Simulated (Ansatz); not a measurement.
```xyz
12

F    -1.869    0.094    0.344
Si   -0.888    1.375   -0.345
C     0.443    0.265   -0.800
Al   -0.657   -1.278   -0.284
Al    1.576   -0.315    0.752
H    -0.806    2.291    0.815
H    -1.747    1.971   -1.397
H     0.926    0.396   -1.765
H    -1.473   -2.456   -0.927
H     0.221   -1.626    1.105
H     2.818   -1.241    0.403
H     1.457    0.523    2.099
```

The species carries charge 0 and has multiplicity 1. The bonds changed during the relaxation, so this is another structure than the one it started from.

Q: List the CAM-B3LYP/def2-TZVPP orbital energies in eV (the Gaussian-basis code of Ansatz). (Estimate.)

A: The calculation gave: Occupied: -1802.39, -1526.99, -1525.73, -675.03, -277.90, -146.84, -114.99, -113.77, -102.29, -102.13, -102.09, -75.70, -75.59, -75.51, -74.48, -74.35, -74.31, -35.97, -20.91, -17.93, -16.54, -15.74, -14.79, -14.25, -12.37, -12.11, -11.63, -10.42, -9.92, -9.33, -8.71. Lowest empty: -0.28, 0.73, 1.00, 1.28, 1.88, 2.19, 2.54, 2.63.
